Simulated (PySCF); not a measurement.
PySCF job for BClHI, SMILES ClBI, TDDFT-M06-2X/def2-SVPD. Coordinates come from a B3LYP-D3(BJ)/def2-TZVP optimisation. The def2 effective core potentials stand for the cores of I; spin–orbit coupling is left out.

```python
import numpy as np
from pyscf import gto, scf, dft, tdscf

mol = gto.M(
    atom='''
    B    -0.79159242    1.04191041    0.00000000
    Cl    0.20539244    2.46171441    0.00000000
    H    -1.96783395    1.14730446    0.00000000
    I     0.04592688   -0.90954720    0.00000000
    ''',
    basis='def2-SVPD',
    ecp={'I': 'def2-svp'},
    charge=0,
    spin=0,
    symmetry=True,
    max_memory=1600,
    verbose=4,
)
mf = dft.RKS(mol, xc='m06-2x').density_fit(auxbasis='def2-universal-jkfit')
mf.grids.level = 4
mf.conv_tol = 1e-9
mf.max_cycle = 100
mf.kernel()
mf.grids = dft.Grids(mol).set(level=2).build(with_non0tab=True)  # coarser grid for the response kernel
td = tdscf.TDDFT(mf)
td.singlet = True
td.nstates = 10
td.conv_tol = 1e-4
td.kernel(x0=td.get_init_guess(mf, 15))
td.analyze()
tt = tdscf.TDA(mf)
tt.singlet = False
tt.nstates = 4
tt.conv_tol = 1e-4
tt.kernel(x0=tt.get_init_guess(mf, 9))
tt.analyze(verbose=3)
```

Log of the run:

```
PySCF version 2.14.0

[INPUT] verbose = 4
[INPUT] num. atoms = 4
[INPUT] num. electrons = 48
[INPUT] charge = 0
[INPUT] spin (= nelec alpha-beta = 2S) = 0
[INPUT] symmetry True subgroup None
[INPUT] Mole.unit = angstrom
[INPUT] Symbol           X                Y                Z      unit          X                Y                Z       unit  Magmom
[INPUT]  1 B     -0.791592420000   1.041910410000   0.000000000000 AA   -1.495892876082   1.968925321233   0.000000000000 Bohr   0.0
[INPUT]  2 Cl     0.205392440000   2.461714410000   0.000000000000 AA    0.388135459656   4.651966031795   0.000000000000 Bohr   0.0
[INPUT]  3 H     -1.967833950000   1.147304460000   0.000000000000 AA   -3.718667224121   2.168091210892   0.000000000000 Bohr   0.0
[INPUT]  4 I      0.045926880000  -0.909547200000   0.000000000000 AA    0.086789224956  -1.718795105365   0.000000000000 Bohr   0.0

nuclear repulsion = 134.090528674208
point group symmetry = Cs
symmetry origin: [ 1.74053723e-09 -2.98377818e-09  0.00000000e+00]
symmetry axis x: [ 1.00000000e+00 -1.13042671e-09  0.00000000e+00]
symmetry axis y: [1.13042671e-09 1.00000000e+00 0.00000000e+00]
symmetry axis z: [0. 0. 1.]
num. orbitals of irrep A' = 63
num. orbitals of irrep A" = 27
number of shells = 36
number of NR pGTOs = 155
number of NR cGTOs = 90
basis = def2-SVPD
ecp = {'I': 'def2-svp'}


[settings echo left out]
init E= -751.667478080628
HOMO (A') = -0.700643413160009  LUMO (A') = -0.569989212305153  gap/eV = 3.55528
cycle= 1 E= -781.443089513638  delta_E= -29.8  |g|= 2.85  |ddm|= 9.93
HOMO (A') = -0.0571488260918908  LUMO (A') = -0.018930095730078  gap/eV = 1.03998
cycle= 2 E= -778.898746295848  delta_E= 2.54  |g|= 2.94  |ddm|= 17.1
HOMO (A') = -0.248417268093846  LUMO (A') = -0.0970495894835601  gap/eV = 4.11892
cycle= 3 E= -782.744513804518  delta_E= -3.85  |g|= 0.931  |ddm|= 15.2
HOMO (A') = -0.323890130758194  LUMO (A") = -0.11943694724116  gap/eV = 5.56345
cycle= 4 E= -783.128451408286  delta_E= -0.384  |g|= 0.248  |ddm|= 1.94
HOMO (A') = -0.306608824778271  LUMO (A") = -0.0436773924379521  gap/eV = 7.15473
cycle= 5 E= -783.146953441316  delta_E= -0.0185  |g|= 0.0692  |ddm|= 0.544
HOMO (A') = -0.328310602876428  LUMO (A") = -0.0497789167299514  gap/eV = 7.57923
cycle= 6 E= -783.148422658738  delta_E= -0.00147  |g|= 0.0179  |ddm|= 0.116
HOMO (A') = -0.330366332494047  LUMO (A") = -0.0475817446940612  gap/eV = 7.69496
cycle= 7 E= -783.148559301041  delta_E= -0.000137  |g|= 0.00897  |ddm|= 0.0378
HOMO (A') = -0.330810004819089  LUMO (A") = -0.0486281700915416  gap/eV = 7.67856
cycle= 8 E= -783.148586612958  delta_E= -2.73e-05  |g|= 0.00257  |ddm|= 0.0162
HOMO (A') = -0.330355750899887  LUMO (A") = -0.0481664296113298  gap/eV = 7.67876
cycle= 9 E= -783.148589332831  delta_E= -2.72e-06  |g|= 0.000892  |ddm|= 0.00476
HOMO (A') = -0.330228521217538  LUMO (A") = -0.0481782311964416  gap/eV = 7.67498
cycle= 10 E= -783.148589729955  delta_E= -3.97e-07  |g|= 0.000145  |ddm|= 0.00193
HOMO (A') = -0.33024311353293  LUMO (A") = -0.0481831200751479  gap/eV = 7.67524
cycle= 11 E= -783.148589753219  delta_E= -2.33e-08  |g|= 5.08e-05  |ddm|= 0.000576
HOMO (A') = -0.330246822390897  LUMO (A") = -0.0481801407994897  gap/eV = 7.67543
cycle= 12 E= -783.148589754616  delta_E= -1.4e-09  |g|= 1.34e-05  |ddm|= 0.000129
HOMO (A') = -0.330244687861183  LUMO (A") = -0.0481797195376386  gap/eV = 7.67538
cycle= 13 E= -783.148589754752  delta_E= -1.35e-10  |g|= 2.04e-06  |ddm|= 4.68e-05
HOMO (A') = -0.33024406946078  LUMO (A") = -0.0481798508425717  gap/eV = 7.67536
Extra cycle  E= -783.148589754751  delta_E= 5.68e-13  |g|= 9.34e-07  |ddm|= 5.57e-06
converged SCF energy = -783.148589754751
tot grids = 42376


******** <class 'pyscf.tdscf.rks.TDDFT'> for <class 'pyscf.df.df_jk.DFSymAdaptedRKS'> ********
nstates = 10 singlet
deg_eia_thresh = 1.000e-03
wfnsym = None
conv_tol = 0.0001
eigh lindep = 1e-12
eigh level_shift = 0
eigh max_cycle = 100


Excitation energies (eV)
[4.5166181  5.17580186 5.44213176 6.38039019 6.72150285 7.20828454
 7.39369059 7.59700999 7.63965843 7.94549529]

** Singlet excitation energies and oscillator strengths **
Excited State   1:   A"      4.51662 eV    274.51 nm  f=0.0000
      24 -> 25       -0.70194
Excited State   2:   A"      5.17580 eV    239.55 nm  f=0.0001
      22 -> 25        0.69869
Excited State   3:   A'      5.44213 eV    227.82 nm  f=0.1141
      23 -> 25        0.68876
Excited State   4:   A'      6.38039 eV    194.32 nm  f=0.0058
      24 -> 26       -0.58085
      24 -> 27        0.24963
      24 -> 30        0.23727
      24 -> 32        0.14867
Excited State   5:   A"      6.72150 eV    184.46 nm  f=0.0042
      23 -> 26       -0.56740
      23 -> 27        0.23532
      23 -> 30        0.26588
      23 -> 32        0.18511
Excited State   6:   A'      7.20828 eV    172.00 nm  f=0.0711
      24 -> 26        0.32427
      24 -> 27        0.52828
      24 -> 28        0.12971
      24 -> 30        0.25308
      24 -> 32       -0.10114
Excited State   7:   A"      7.39369 eV    167.69 nm  f=0.0004
      20 -> 25       -0.69493
Excited State   8:   A'      7.59701 eV    163.20 nm  f=0.1096
      21 -> 25        0.67956
Excited State   9:   A"      7.63966 eV    162.29 nm  f=0.0937
      23 -> 26       -0.33657
      23 -> 27       -0.53933
      23 -> 28       -0.11226
      23 -> 30       -0.23598
Excited State  10:   A"      7.94550 eV    156.04 nm  f=0.0000
      24 -> 29        0.70271

** Transition electric dipole moments (AU) **
state          X           Y           Z        Dip. S.      Osc.
  1         0.0000     -0.0000      0.0023      0.0000      0.0000
  2        -0.0000      0.0000      0.0229      0.0005      0.0001
  3         0.2091     -0.9013     -0.0000      0.8561      0.1141
  4        -0.1707     -0.0898      0.0000      0.0372      0.0058
  5         0.0000     -0.0000     -0.1597      0.0255      0.0042
  6         0.5269      0.3532     -0.0000      0.4024      0.0711
  7         0.0000     -0.0000      0.0480      0.0023      0.0004
  8         0.4456      0.6246      0.0000      0.5886      0.1096
  9        -0.0000      0.0000     -0.7074      0.5004      0.0937
 10        -0.0000      0.0000      0.0126      0.0002      0.0000

WARN: ECP detected. Skipping calculation of transition velocity and magnetic dipole moments, which have not yet been implemented.



******** <class 'pyscf.tdscf.rks.TDA'> for <class 'pyscf.df.df_jk.DFSymAdaptedRKS'> ********
nstates = 4 triplet
deg_eia_thresh = 1.000e-03
wfnsym = None
conv_tol = 0.0001
eigh lindep = 1e-12
eigh level_shift = 0
eigh max_cycle = 100


Excitation energies (eV)
[4.39167221 4.5827621  4.96376223 5.96951836]

** Triplet excitation energies and oscillator strengths **
Excited State   1:   A"      4.39167 eV    282.32 nm  f=0.0000
Excited State   2:   A'      4.58276 eV    270.54 nm  f=0.0000
Excited State   3:   A"      4.96376 eV    249.78 nm  f=0.0000
Excited State   4:   A'      5.96952 eV    207.70 nm  f=0.0000
```

The run converged.
